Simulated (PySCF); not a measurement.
# Tl⁻ (thallium, charge -1): revPBE calculation

Configuration: [Xe] 4f14 5d10 6s2 6p2, high-spin 3P determinant. All numbers are calculated (PySCF 2.14, scalar relativity through the core potential, in def2-TZVPPD with the def2 core potential (60 electrons) (7s5p4d2f, 56 functions)).

```json
{"Total energy": "-172.5967 hartree", "One-electron energy": "-305.5902 hartree", "Hartree (Coulomb) energy": "148.1241 hartree", "Exchange-correlation energy": "-15.1306 hartree", "⟨S²⟩": "2.0015", "⟨L²⟩": "2.003", "Sum of ⟨r⟩": "36.44 bohr", "Sum of ⟨r²⟩": "96.74 bohr²", "Traceless quadrupole moment −½Σ⟨3z² − r²⟩ along its main axis": "9.89 e·bohr²"}
```

```tsv
shell	electrons	mean orbital energy (hartree)	spread (hartree)	rms radius, mean of both spins (bohr)
5s α	1	-4.63461	0	0.941
5s β	1	-4.63400	0	0.941
5p α	3	-2.64418	0.00693	1.08
5p β	3	-2.64390	0.00800	1.08
5d α	5	-0.37137	0.00862	1.52
5d β	5	-0.36762	0.01203	1.52
6s α	1	-0.16153	0	2.74
6s β	1	-0.13783	0	2.74
6p α	2	0.06584	0	4.99
```

Energies and moments cover only the electrons outside the core potential. Spin-orbit coupling is strong in this species (close to jj coupling), so the high-spin LS determinant is a model state, not a physical level. At revPBE the highest occupied level has a positive energy, so only the finite basis holds that electron; in a semilocal or global hybrid functional this comes from self-interaction and does not mean that the real anion is unbound.
